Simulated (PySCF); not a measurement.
B(F)(OMe)(SMe) (C2H6BFOS), SMILES COB(F)SC. Heavy atoms are numbered as in [B:1]([F:2])([O:3][CH3:4])[S:8][CH3:9]. Hydrogens are named by the atom that carries them.

Geometry: B3LYP-D3(BJ)/def2-SVP. One conformer was computed; it need not be the lowest.

Computed with KT2/pcSseg-1 run with PySCF.

GIAO shieldings, no solvent; atoms alike by connectivity are averaged. δ = σ(ref) − σ: ¹¹B against BF3 (σ = 89.8 ppm); ¹⁹F against CFCl3 (σ = 127.1 ppm); ¹⁷O against H2O (σ = 330.4 ppm); ¹³C against TMS (σ = 185.1 ppm); ¹H against TMS (σ = 31.47 ppm); ³³S against H2S (σ = 723.0 ppm), references at their B3LYP-D3(BJ)/def2-TZVP geometries, non-relativistic.

```tsv
nucleus	atoms	count	δ (ppm)
¹¹B	B1	1	16.3
¹⁹F	F2	1	-133.6
¹⁷O	O3	1	107.4
¹³C	C4 (CH3)	1	55.8
¹³C	C9 (CH3)	1	16.9
¹H	H on C4	3	4.24
¹H	H on C9	3	2.20
³³S	S8	1	107.4
```
